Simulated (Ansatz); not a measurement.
C4H12N2O2W (`C[N]=[W](=[N]C)([O]C)[O]C`). Total charge 0; spin multiplicity 1. W takes the def2 core potential. The geometry is a stationary point of PBE0-D4/def2-TZVP. It is one conformer, not always the lowest.

```xyz
21

C    -0.871    1.410    2.336
N    -0.096    0.712    1.378
W     0.376   -0.182   -0.056
N    -0.942   -0.215   -1.213
C    -2.172    0.051   -1.863
O     1.864    0.693   -0.836
C     2.614    1.838   -0.544
O     0.783   -1.966    0.433
C     0.285   -3.230    0.092
H    -0.955    0.836    3.266
H    -1.884    1.616    1.971
H    -0.403    2.370    2.584
H    -2.844    0.649   -1.236
H    -2.010    0.593   -2.802
H    -2.687   -0.884   -2.108
H     2.457    2.170    0.487
H     2.337    2.652   -1.223
H     3.676    1.617   -0.686
H     1.123   -3.916   -0.062
H    -0.314   -3.193   -0.824
H    -0.337   -3.620    0.905
```

Question: What is the dipole moment at B3LYP/def2-TZVPP? (Best estimate.)

Answer: The calculation gave: 0.98 D, with components (-0.88, 0.42, 0.12) D in this frame, pointing from negative to positive charge.

Question: And with PBE, r2SCAN, ωB97M-V? (Estimate.)

Answer: Ansatz gave: PBE 0.95 D, r2SCAN 0.95 D, ωB97M-V 1.00 D.

Question: Give the Mulliken charges with B3LYP, r2SCAN, ωB97M-V in def2-TZVPP. (An estimate is asked.)

Answer: Ansatz gave: 
```
atom  B3LYP  r2SCAN  ωB97M-V
  C1  -0.13    0.00    -0.19
  N2  -0.36   -0.39    -0.35
  W3   0.84    0.88     0.82
  N4  -0.36   -0.39    -0.35
  C5  -0.13    0.00    -0.19
  O6  -0.41   -0.42    -0.40
  C7  -0.09    0.04    -0.15
  O8  -0.41   -0.42    -0.40
  C9  -0.09    0.04    -0.15
 H10   0.10    0.06     0.12
 H11   0.09    0.05     0.11
 H12   0.09    0.05     0.11
 H13   0.09    0.05     0.11
 H14   0.10    0.06     0.12
 H15   0.09    0.05     0.11
 H16   0.09    0.05     0.11
 H17   0.10    0.06     0.11
 H18   0.10    0.06     0.12
 H19   0.10    0.06     0.12
 H20   0.09    0.05     0.11
 H21   0.10    0.06     0.11
```

B3LYP here is the variant with VWN-RPA as its local correlation; programs differ in this.
